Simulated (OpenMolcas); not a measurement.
## Levels of Pt2+ by method

```yaml
Program: OpenMolcas
Basis: ANO-RCC-VQZP [9s8p6d4f2g1h]
Scalar_Hamiltonian: DKH2, point nucleus
Active_space: 8 electrons in 10 orbitals (5d 6d)
State_averaging: 2S+1 = 3 even, 10 roots; 2S+1 = 1 even, 15 roots
Spin-orbit_coupling: RASSI with atomic mean-field integrals over the reference wave functions, term energies averaged over their components
```

Methods on the same reference wave functions:
A. CASSCF
B. SS-CASPT2, IPEA 0.25 Eh, imaginary shift 0.1 Eh (closed shells correlated: 5s 5p)

Energies in cm-1 above 5d8 3F4, the measured ground level; measured values from NIST levels as listed in McCann et al., Mon. Not. R. Astron. Soc. 538, 537 (2025).

```csv
Level,A,B,Measured
5d8 3F4,0.0,0.0,0.0
5d8 3F3,9983,10100,9752
5d8 3P2 [52 %],17458,15730,
5d8 3P0,20386,16560,14939
5d8 3P1,22669,19280,16782
5d8 1G4,25678,22810,21331
5d8 1S0,54815,48830,
```

Deviations, from unrounded energies. A percentage is the sum of absolute deviations over the sum of measured energies, with the sign that they share, or ± where signs differ.

| Against measurement | Levels | A | B |
| --- | --- | --- | --- |
| mean absolute deviation (cm-1) | 4 | 4000 | 1500 |
| fine structure of the ground term (%) | 1 | +2.4 | +3.6 |
| other terms of the ground configuration (%) | 3 | +29.6 | +10.6 |

B lies closest to measurement on these levels. The largest miss of B in the table is 5d8 3P1, by +2500 cm-1. The ranking rests on the paired levels alone, and a cruder setting can come out closer through cancelling errors.

From A to B the spin-free energies of the other terms of 5d8 shown, above 3F, scale by factors of 0.72 to 0.85, as is usual when dynamic correlation screens the repulsion within a d or f shell.

The lowest spin-free term lies below A's lowest term by 0.462 hartree in B.

Term energies are means over components that CASPT2 splits; among the terms shown or strongly mixed into the levels shown the widest spread is 640 cm-1 (5d8 1G, B). Active for correlation alone: 6d; no level in the range computed is led by a configuration that fills it, so any true level of that kind is missing. Without dynamic correlation excited terms often stand tens of per cent too high (terms of higher spin than the ground term too low), and those without a measured partner can miss by more than the paired ones (holds for A). Computed and measured levels are paired by configuration, term and J; levels that our copy of the source lacks, or whose pairing is in doubt (as where it misses far off the trend of its configuration), stay unpaired and out of the deviations. Only configurations of the active space appear. The table leaves out levels that lie high or whose names do not pair safely across all columns.

A share in square brackets marks a mixed level and gives the weight of the term that names it, the lowest over the columns.
